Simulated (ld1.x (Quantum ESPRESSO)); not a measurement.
# PBE TM dataset for Fe, scalar-relativistic all-electron reference.

```
Element                 : iron (Fe)
Generator               : ld1.x (Quantum ESPRESSO) 7.5
Type                    : norm-conserving Troullier–Martins (Kleinman–Bylander form)
Functional              : PBE
Relativity              : scalar-relativistic
Frozen core             : [Ne]
Valence charge          : 16
Reference configuration : 3s2 3p6 3d6 4s1 4p1
Partial waves           : 3p (bound): rc 1.45 bohr; 3d (bound): rc 1.45 bohr; 3s (bound): rc 0.85 bohr
Local potential         : the s channel
Core correction         : none
```

Occupied shells without a wave of their own: 4p, 4s. They enter only through the test configuration that unscreens the potential.

Calculated quality:

* Cutoffs needed: 180 Ry and over 300 Ry (the cutoffs (Ry, on a coarse ladder) from which the occupation-weighted sum of valence levels, in a spherical-Bessel basis at the reference potential, stays within 10 and 1 mRy of its value at 400 Ry)
* Ghost test: no extra level below or beside the all-electron valence levels (p, d, s, f tested) (spherical-Bessel basis up to 400 Ry, 20 bohr box)
* Largest excitation error: -131 meV (all-electron minus pseudo) for 3s2 3p6 3d6 4s0 4p0, out of 7 test configurations

Generation and tests took about 1.5 s on one core of a shared server CPU.
